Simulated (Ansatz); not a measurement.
A nudged elastic band was laid between two geometries of C2H10OSSi2 (16 atoms, charge 0, multiplicity 1).

The calculation used Ansatz, RKS r2SCANh/STO-3G.

```
movable images  : 4
climbing image  : no
spring          : 5.0 eV/Å²
optimiser       : quadratic models (default)
start path      : through a guess of the saddle point
force threshold : 0.05 eV/Å
iteration limit : 27
end points      : relaxed
```

First end point:

```xyz
16
Properties=species:S:1:pos:R:3
C 0.092 -2.905 0.408
Si 0.802 -1.199 0.676
O -0.362 -0.113 0.011
C 0.221 1.164 -0.366
Si -1.150 2.176 -1.214
S 1.029 2.077 1.029
H 0.758 -3.672 0.813
H -0.876 -3.012 0.904
H -0.053 -3.117 -0.654
H 0.997 -0.985 2.094
H 2.077 -1.057 0.002
H 1.059 1.027 -1.086
H -0.584 3.396 -1.734
H -1.730 1.421 -2.298
H -2.172 2.499 -0.249
H -0.128 2.277 1.708
```

Last end point:

```xyz
16
Properties=species:S:1:pos:R:3
C 0.545 -2.317 0.700
Si 0.968 -0.741 -0.213
O -1.741 0.022 -0.442
C -0.437 0.539 0.014
Si -0.139 2.083 -1.058
S -0.473 0.968 1.818
H 1.364 -3.038 0.635
H 0.357 -2.123 1.759
H -0.346 -2.796 0.284
H 2.205 -0.192 0.292
H 1.129 -1.021 -1.621
H -1.878 -0.791 0.164
H 1.164 2.622 -0.757
H -0.191 1.741 -2.459
H -1.141 3.079 -0.767
H -1.409 1.942 1.695
```

Q: What changes between the two ends?

A: Bonds broken: Si2–O3, C4–H12. Bonds formed: Si2–C4, O3–H12.

Q: What energy profile does the band end with?

A: The run ended unconverged. The highest image is number 2 of 0 to 5, 1.44 eV above the first end and 0.64 eV above the last; the last end lies 0.80 eV above the first. The band didn't meet its force threshold, so its energies are provisional: the largest band force was still 0.35 eV/Å, and over the last iterations the top moved between 1.44 and 1.74 eV. Neighbouring images lie up to 3.1 Å apart, so the band is torn or far too coarse. The orbitals stay closed-shell, which can raise the energy where a bond breaks towards radicals; this wasn't checked here. Limits of this set-up: minimal basis.

| image | path coordinate (Å) | energy (eV) | Si2–O3 (Å) | C4–H12 (Å) | Si2–C4 (Å) |
| --- | --- | --- | --- | --- | --- |
| 0 | 0.00 | 0.00 | 1.73 | 1.11 | 2.65 |
| 1 | 3.02 | 0.17 | 1.72 | 1.11 | 2.64 |
| 2 | 6.05 | 1.44 | 1.77 | 1.10 | 2.42 |
| 3 | 9.10 | 0.95 | 2.73 | 1.92 | 1.91 |
| 4 | 12.15 | 0.86 | 2.83 | 1.97 | 1.93 |
| 5 | 15.20 | 0.80 | 2.82 | 1.97 | 1.91 |

The run took 12 min on 1 thread of Arm Neoverse V2, on a shared host, peak memory 0.18 GiB.
